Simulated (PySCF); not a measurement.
# Electron correlation in In (indium, neutral)

[Kr] 4d10 5s2 5d1, 2D determinant (an excited configuration). All numbers are calculated (PySCF 2.14, scalar relativity through the core potential, in aug-cc-pVDZ-PP with ECP28MDF (5s4p3d, 32 functions)). Frozen: 4s2 4p6 4d10; 3 electrons correlated.

| level | correlation energy (mhartree) |
| --- | --- |
| CCSD | -46.22 |
| (T) | -2.52 |
| CCSD(T) | -48.74 |
| CCSDT | -50.27 |
| FCI | -50.27 |

Diagnostics: T1 = 0.028, D1 = 0.0661, largest double amplitude 0.290, weight of the Hartree-Fock determinant in FCI 0.7264 (5819 determinants).

Question: Is a single reference adequate?

Answer: Not fully. The outer electron is Rydberg-like, and this basis confines it to a smaller radius and binds it less than a complete one would. A double-excitation amplitude exceeds 0.15, a sign of near-degeneracy.
